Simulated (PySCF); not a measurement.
**First hyperpolarisability: SMILES C(SC)([SiH3])(C#N)C#N, C₄H₆N₂SSi**

Cartesian coordinates in Å; atom numbers follow the order of the lines, from 1:
```xyz
14

C     2.2516    0.3569    0.5907
S     0.9910   -0.9468    0.5069
C    -0.4505    0.0231   -0.1422
Si   -1.9389   -1.2260   -0.3027
C    -0.1084    0.5547   -1.4219
N     0.2036    0.9529   -2.4485
C    -0.7679    1.0556    0.7906
N    -0.9948    1.8629    1.5696
H     3.1500   -0.1222    0.9672
H     1.9276    1.1366    1.2756
H     2.4298    0.7589   -0.4035
H    -3.0556   -0.4381   -0.8162
H    -2.1609   -1.7240    1.0488
H    -1.4773   -2.2450   -1.2367
```

Computed with quadratic response CAM-B3LYP/def2-SVPD first hyperpolarisability, Taylor convention, gas phase in PySCF 2.14.0. Geometry: GFN2-xTB.

Problem. What is the first hyperpolarisability, and how does it disperse?

Solution. In au, Taylor convention; the vector part is βᵢ = ⅓ Σⱼ (βᵢⱼⱼ + βⱼᵢⱼ + βⱼⱼᵢ); β∥ is 3/5 of the vector part along the dipole, the dipole points from − to +:
| process | λ (nm) | β vector norm | β∥ | β HRS | depolarisation ratio |
| --- | --- | --- | --- | --- | --- |
| static β(0;0,0) | ∞ | 212.0 | -107.4 | 78.4 | 8.33 |
| second harmonic β(−2ω;ω,ω) | 1550 | 224.1 | -113.7 | 82.8 | 8.28 |
| Pockels β(−ω;ω,0) | 1550 | 215.9 | -109.5 | – | – |
| second harmonic β(−2ω;ω,ω) | 1064 | 238.9 | -121.5 | 88.3 | 8.22 |
| Pockels β(−ω;ω,0) | 1064 | 220.5 | -111.8 | – | – |
| second harmonic β(−2ω;ω,ω) | 694.3 | 284.1 | -145.3 | 105.2 | 8.08 |
| Pockels β(−ω;ω,0) | 694.3 | 232.7 | -118.2 | – | – |

Problem. Which lowest excitations, dipole and polarisabilities go with it?

Solution. S1 4.89 eV (f = 0.004); S2 6.04 eV (f = 0.004); S3 6.70 eV (f = 0.016); dipole 3.24 D; isotropic α 98.8 au static, 99.2 au at 1550 nm, 99.7 au at 1064 nm, 100.5 au at 775 nm, 100.9 au at 694.3 nm, 102.4 au at 532 nm, 108.0 au at 347.1 nm.
